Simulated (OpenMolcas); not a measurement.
# Levels of Tm IV by method

* Program: OpenMolcas 26.06
* Basis: ANO-RCC-VTZP [8s7p5d3f2g1h]
* Scalar Hamiltonian: DKH2, point nucleus
* Active space: 12 electrons in 7 orbitals (4f)
* State averaging: 2S+1 = 3 even, 21 roots; 2S+1 = 1 even, 28 roots (27 in the spin-orbit step)
* Spin-orbit coupling: RASSI with atomic mean-field integrals over the reference wave functions, term energies averaged over their components

Methods on the same reference wave functions:
A. CASSCF
B. SS-CASPT2, IPEA 0.25 Eh, imaginary shift 0.1 Eh (closed shells correlated: 5s 5p)
C. XMS-CASPT2, IPEA 0.25 Eh, imaginary shift 0.1 Eh (closed shells correlated: 5s 5p)

Energies in cm-1 above 4f12 3H6, the measured ground level; measured values from the list in Tchang-Brillet, Wyart, Meftah and Ait Mammar, Atoms 6, 52 (2018).

```
          Level      A      B      C  Measured
       4f12 3H6    0.0    0.0    0.0       0.0
4f12 3F4 [53 %]   6822   5640   5840          
       4f12 3H5   8304   8330   8330      8217
4f12 3H4 [58 %]  13303  12720  12820     12547
       4f12 3F3  16324  14510  14910     14410
       4f12 3F2  17694  15470  15810     15090
4f12 1G4 [57 %]  21947  21510  21470     21174
       4f12 1I6  41469  38320  37920     35329
       4f12 3P1  45729  39770  39450          
4f12 3P2 [63 %]  46427  41070  40900     38532
       4f12 3P0  47069  41110  40790
```

Deviations, from unrounded energies. A percentage is the sum of absolute deviations over the sum of measured energies, with the sign that they share, or ± where signs differ.

```
                        Against measurement  Levels      A     B     C
             mean absolute deviation (cm-1)       7   2900   950   980
      fine structure of the ground term (%)       2   +4.1  +1.3  +1.8
other terms of the ground configuration (%)       5  +15.5  +5.1  +5.2
```

B, C lie about equally close to measurement and A furthest from it. The largest miss of B in the table is 4f12 1I6, by +3000 cm-1. The ranking rests on the paired levels alone, and a cruder setting can come out closer through cancelling errors.

Between B and C the level of the table that moves most is 4f12 3F3, by 400 cm-1 (lowest in B, highest in C). Moves below CASPT2's spread within the term are not significant.

The mean deviations of B to C differ by less than CASPT2's widest spread within a term (1300 cm-1), so their order carries little weight.

From A to B the spin-free energies of the other terms of 4f12 shown, above 3H, scale by factors of 0.77 to 0.95, as is usual when dynamic correlation screens the repulsion within a d or f shell.

The lowest spin-free term lies below A's lowest term by 1.042 hartree in B, 1.046 hartree in C.

Term energies are means over components that CASPT2 splits; among the terms shown or strongly mixed into the levels shown the widest spread is 1300 cm-1 (4f12 1I, B). Some high roots are left out of the spin-orbit mixing, which shifts the levels that they would mix with. Without dynamic correlation excited terms often stand tens of per cent too high (terms of higher spin than the ground term too low), and those without a measured partner can miss by more than the paired ones (holds for A). The CASPT2 spread within a term exceeds the gap to the next term for 4f12 1I and 4f12 3P, so the order of their levels is uncertain (holds for B). Measured partners are found by configuration, term and J. A level has none where our copy of the source lacks it or the pairing is in doubt (some pairs that miss far off the trend of their configuration count as doubtful), and it then counts in no deviation. Levels of configurations outside the active space are missing. The table leaves out levels that lie high or whose names do not pair safely across all columns.

A share in square brackets marks a mixed level and gives the weight of the term that names it, the lowest over the columns.
